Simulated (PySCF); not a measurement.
A structure optimised at PBE0-D3(BJ)/def2-TZVPD, used in a PySCF frequency run:

```xyz
2

Cs     0.0000     0.0000    -1.2078
Br     0.0000     0.0000     1.8980
```
Charge 0, spin multiplicity 1.

Q: Write its SMILES, formula and point group.

A: [Br][Cs], BrCs, C∞v

Q: What are its rotational constants (standard atomic weights)?

A: 1.0499 GHz (linear rotor, B only)
